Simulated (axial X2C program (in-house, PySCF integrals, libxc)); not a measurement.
Levels of TaN⁺ by electron attachment to TaN²⁺ (EOM-EA-CCSD)

Computed with an in-house all-electron X2C program for linear molecules (integrals from PySCF): two-component X2C with atomic mean-field Coulomb and Gaunt terms, Gaussian nuclei, basis Ta dyall-acv3z, N dyall-av3z with contracted cores.

R = 1.642 Å (near the PBE0 minimum at charge 1 of the determinant lowest at the starting distance; the state shown can have its own minimum elsewhere).

Hartree–Fock spinors of TaN²⁺ (one of each Kramers pair; a window near the gap, which can cut inner shells):

| ω | occupied | ε (eV) | character |
| --- | --- | --- | --- |
| 1/2 | yes | -25.50 | 46% Ta d, 46% N p, 3% N d |
| 3/2 | yes | -25.38 | 47% N p, 46% Ta d, 2% N d |
| 1/2 | yes | -25.22 | 56% N p, 29% Ta d, 7% N s |
| 1/2 | no | -13.86 | 56% Ta s, 17% N p, 13% Ta d |
| 3/2 | no | -13.21 | 94% Ta d, 3% N d, 2% N f |
| 5/2 | no | -12.88 | 94% Ta d, 3% N d, 2% N f |
| 1/2 | no | -11.22 | 45% Ta p, 29% Ta d, 20% N p |
| 3/2 | no | -10.78 | 42% Ta p, 31% Ta d, 21% N p |
| 1/2 | no | -9.58 | 46% Ta p, 29% Ta d, 14% N p |

Levels of TaN⁺ obtained by attaching an electron to TaN²⁺:

```csv
Ω,binding energy (eV),above lowest (cm⁻¹),attached spinor,one-particle weight
1/2,14.847,0,"56% Ta sσ, 17% N pσ, 12% Ta dσ",0.97
3/2,14.749,789,94% Ta dδ,0.95
5/2,14.344,4050,95% Ta dδ,0.96
1/2,11.801,24568,"43% Ta pπ, 28% Ta dπ, 20% N pπ",0.97
3/2,11.308,28539,"42% Ta pπ, 31% Ta dπ, 21% N pπ",0.97
1/2,10.010,39009,"44% Ta pσ, 29% Ta dσ, 14% N pσ",0.97
1/2,8.307,52748,"32% Ta pπ, 26% N pπ, 17% Ta dπ",0.92
3/2,8.128,54189,"35% Ta pπ, 25% N pπ, 17% Ta dπ",0.89
```

Task: What is the splitting of the first π pair in the table, and is it regular or inverted?

Result: E(3/2) − E(1/2) = 28539 − 24568 = 3971 cm⁻¹ at EOM-EA-CCSD: regular, Ω = 1/2 lower. Splittings at this level can be off by ten to twenty per cent.

This point took 54 s on 1 thread of Arm Neoverse N1, on a shared host.

Reference electrons by ω block (each with its −ω partner): 1/2: 23, 3/2: 11, 5/2: 4, 7/2: 1. 16 electrons of TaN²⁺ correlated (inner shells frozen), 88 natural virtual spinors (a truncated set); levels can be off by some tenths of an eV. Roots sought by Ω: (1/2: 5, 3/2: 4, 5/2: 2, 7/2: 1); rows need 60 % one-particle weight and stop where some Ω has no more roots. Missing are any skipped roots, higher Ω and states of a further excitation; these come out far too high here and may in truth be low or lowest. T1 of the reference 0.036 (Lee–Taylor). The reference was not checked to be the lowest state of its species. Number of frozen shells: Ta 4 s, 3 p, 2 d, 1 f; N 1 s. Large amplitudes in the reference (orbital relaxation or multireference character) lower the reliability.
